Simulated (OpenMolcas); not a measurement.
## Ar4+: effect of the active space

```json
{"Program": "OpenMolcas 26.06", "Method": "CASSCF", "Basis": "ANO-RCC-VDZP", "Scalar Hamiltonian": "X2C, point nucleus", "Spin-orbit coupling": "RASSI with atomic mean-field integrals over the reference wave functions, term energies averaged over their components"}
```

A. 2 electrons in 3 orbitals (3p); 2S+1 = 3 even, 3 roots; 2S+1 = 1 even, 6 roots; cost about 2.2 core-seconds
B. 4 electrons in 8 orbitals (3s 3p 4s 4p); 2S+1 = 3 even, 6 roots; 2S+1 = 1 even, 6 roots; 2S+1 = 5 odd, 1 root; 2S+1 = 3 odd, 9 roots; 2S+1 = 1 odd, 8 roots; cost roughly 18 core-seconds

Energies in cm-1 above 3s2 3p2 3P0, the measured ground level; measured values from Saloman, J. Phys. Chem. Ref. Data 39, 033101 (2010).

```csv
Level,A,B,Measured
3s2 3p2 3P0,0.0,0.0,0.0
3s2 3p2 3P1,704,701,763
3s2 3p2 3P2,1929,1888,2029
3s2 3p2 1D2,19500,19460,16299
3s2 3p2 1S0,46546,35440,37912
```

Deviations, from unrounded energies. A percentage is the sum of absolute deviations over the sum of measured energies, with the sign that they share, or ± where signs differ.

```json
{"Against measurement": "mean absolute deviation (cm-1)", "Levels": "4", "A": "3000", "B": "1500"}
{"Against measurement": "fine structure of the ground term (%)", "Levels": "2", "A": "-5.7", "B": "-7.3"}
{"Against measurement": "other terms of the ground configuration (%)", "Levels": "2", "A": "+21.8", "B": "±10.4"}
```

B lies closest to measurement on these levels. The largest miss of B in the table is 3s2 3p2 1D2, by +3200 cm-1. The ranking rests on the paired levels alone, and a cruder setting can come out closer through cancelling errors.

Between A and B the level of the table that moves most is 3s2 3p2 1S0, by 11000 cm-1 (lowest in B, highest in A).

The basis is small and was not contracted for so high a charge. With the s shell closed, the reference lacks s² → p² mixing (holds for A). Active for correlation alone: 4p 4s; no level in the range computed is led by a configuration that fills them, so any true level of that kind is missing (holds for B). Measured partners are found by configuration, term and J. A level has none where our copy of the source lacks it or the pairing is in doubt (some pairs that miss far off the trend of their configuration count as doubtful), and it then counts in no deviation. Levels of configurations outside the active space are missing. Levels that lie high or do not pair safely by name in every column are left out.
